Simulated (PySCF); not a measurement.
CH3Li, charge -1, doublet, geometry from GFN2-xTB (such geometries of metal compounds can be far from the true shape) (a state made from the parent by changing its charge; the spin is typed, not shown lowest) (in this run its highest filled SCF level lies above zero, so its values depend strongly on the basis, on diffuse functions most of all); PBE/6-31G* run with PySCF.

PySCF was given this input:
```python
from pyscf import gto, scf, dft

mol = gto.M(
    atom='''
Li   -1.20662055   -0.71723209   -1.05828569
C     0.29200003    0.17356889    0.25610326
H     0.88001435   -0.55142896    0.87715171
H    -0.10349501    0.89346180    1.01926889
H     1.09134210    0.76825007   -0.25818308
''',
    basis='6-31g*',
    charge=-1,
    spin=1,
    verbose=4,
)

mf = dft.UKS(mol)
mf.xc = 'pbe'
mf.kernel()
```

What the program printed (banner, timings and long lists left out):

```
PySCF version 2.14.0

[INPUT] verbose = 4
[INPUT] num. atoms = 5
[INPUT] num. electrons = 13
[INPUT] charge = -1
[INPUT] spin (= nelec alpha-beta = 2S) = 1
[INPUT] symmetry False subgroup None
[INPUT] Mole.unit = angstrom
[INPUT] Symbol           X                Y                Z      unit          X                Y                Z       unit  Magmom
[INPUT]  1 Li    -1.206620550000  -0.717232090000  -1.058285690000 AA   -2.280182375772  -1.355372217849  -1.999870115646 Bohr   0.0
[INPUT]  2 C      0.292000030000   0.173568890000   0.256103260000 AA    0.551800085065   0.327997665845   0.483965021008 Bohr   0.0
[INPUT]  3 H      0.880014350000  -0.551428960000   0.877151710000 AA    1.662986107187  -1.042049711554   1.657576501594 Bohr   0.0
[INPUT]  4 H     -0.103495010000   0.893461800000   1.019268890000 AA   -0.195577224159   1.688398104761   1.926139049389 Bohr   0.0
[INPUT]  5 H      1.091342100000   0.768250070000  -0.258183080000 AA    2.062337677208   1.451782227478  -0.487895311197 Bohr   0.0

nuclear repulsion = 15.4340659999346
number of shells = 18
number of NR pGTOs = 66
number of NR cGTOs = 34
basis = 6-31g*
ecp = {}

******** <class 'pyscf.dft.uks.UKS'> ********
method = UKS
initial guess = minao
damping factor = 0
level_shift factor = 0
DIIS = <class 'pyscf.scf.diis.CDIIS'>
diis_start_cycle = 1
diis_space = 8
diis_damp = 0
SCF conv_tol = 1e-09
SCF conv_tol_grad = None
SCF max_cycles = 50
direct_scf = True
direct_scf_tol = 1e-13
number electrons alpha = 7  beta = 6
XC library pyscf.dft.libxc version 7.1.2
    S. Lehtola, C. Steigemann, M. J. T. Oliveira, and M. A. L. Marques,  SoftwareX 7, 1–5 (2018)
XC functionals = pbe
    J. P. Perdew, K. Burke, and M. Ernzerhof,  Phys. Rev. Lett. 77, 3865 (1996)
    J. P. Perdew, K. Burke, and M. Ernzerhof,  Phys. Rev. Lett. 78, 1396 (1997)
    J. P. Perdew, K. Burke, and M. Ernzerhof,  Phys. Rev. Lett. 77, 3865 (1996)
    J. P. Perdew, K. Burke, and M. Ernzerhof,  Phys. Rev. Lett. 78, 1396 (1997)
radial grids:
    Treutler-Ahlrichs [JCP 102, 346 (1995); DOI:10.1063/1.469408] (M4) radial grids

becke partition: Becke, JCP 88, 2547 (1988); DOI:10.1063/1.454033
pruning grids: <function nwchem_prune>
grids dens level: 3
symmetrized grids: False
atomic radii adjust function: <function treutler_atomic_radii_adjust>
small_rho_cutoff = 0
Set gradient conv threshold to 3.16228e-05
tot grids = 57264
init E= -47.0869071423235

cycle= 1 E= -47.1557382641432  delta_E= -0.0688  |g|= 0.462  |ddm|= 1.23
cycle= 2 E= -46.1315842300513  delta_E= 1.02  |g|= 0.972  |ddm|= 2.32
cycle= 3 E= -47.2727996430716  delta_E= -1.14  |g|= 0.161  |ddm|= 2.17
cycle= 4 E= -47.2955523038047  delta_E= -0.0228  |g|= 0.0304  |ddm|= 0.598
cycle= 5 E= -47.2967633000557  delta_E= -0.00121  |g|= 0.00446  |ddm|= 0.11
cycle= 6 E= -47.2967767335905  delta_E= -1.34e-05  |g|= 0.00153  |ddm|= 0.00923
cycle= 7 E= -47.2967786263834  delta_E= -1.89e-06  |g|= 0.000183  |ddm|= 0.00362
cycle= 8 E= -47.2967786709138  delta_E= -4.45e-08  |g|= 6.47e-05  |ddm|= 0.000528
cycle= 9 E= -47.2967786758942  delta_E= -4.98e-09  |g|= 2.67e-05  |ddm|= 0.000199
cycle= 10 E= -47.2967786766962  delta_E= -8.02e-10  |g|= 2.67e-06  |ddm|= 8e-05
Extra cycle  E= -47.2967786766869  delta_E= 9.34e-12  |g|= 5.13e-06  |ddm|= 1.35e-05
converged SCF energy = -47.2967786766869  <S^2> = 0.75059492  2S+1 = 2.0005948
```
